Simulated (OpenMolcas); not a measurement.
An OpenMolcas run meant for Sc II (ANO-RCC-VTZP, X2C; inactive shells 1s 2s 2p 3s 3p; intended active space 2 electrons in 6 orbitals (3d 4s)). One step of its input:

```
&CASPT2
Multistate=15 1 2 3 4 5 6 7 8 9 10 11 12 13 14 15
Frozen=22 23
IPEA=0.25
Imaginary=0.1
MaxIter=60
WThr=0.0 0.3 0.05
PrWF=0.5
NoMix
```

Lines from the output:

```
|       MOLCAS_SOURCE = <dir>
  |    MOLCAS_STRUCTURE = 0
  |
   --------------------------------------------------------------------------------------
++ ---------   Input file   ---------
>>> COPY JOB001 $Project.JobIph
&CASPT2
Multistate=15 1 2 3 4 5 6 7 8 9 10 11 12 13 14 15
Frozen=22 23
IPEA=0.25
Imaginary=0.1
MaxIter=60
WThr=0.0 0.3 0.05
PrWF=0.5
NoMix
-- ----------------------------------
>>> COPY JOB001 a.JobIph
*** symbolic link created: INPORB -> a.RasOrb
--- Start Module: caspt2 at  ---
()()()()()()()()()()()()()()()()()()()()()()()()()()()()()()()()()()()()()()()()()()()()()()()()()()
                                              &CASPT2
                                   only a single process is used
                       available to each process: 2.3 GB of memory, 1 thread
()()()()()()()()()()()()()()()()()()()()()()()()()()()()()()()()()()()()()()()()()()()()()()()()()()
 ###    WARNING: User changed nr of frozen orbitals.                         ###
 ###    ERROR: Too many frozen orbitals!                                     ###
--- Stop Module: caspt2 at  /rc=_RC_INPUT_ERROR_ ---
.####################.
.# User input error #.
.####################.
```

Problem. What is wrong with the input?

Solution. More orbitals are frozen than there are inactive ones.
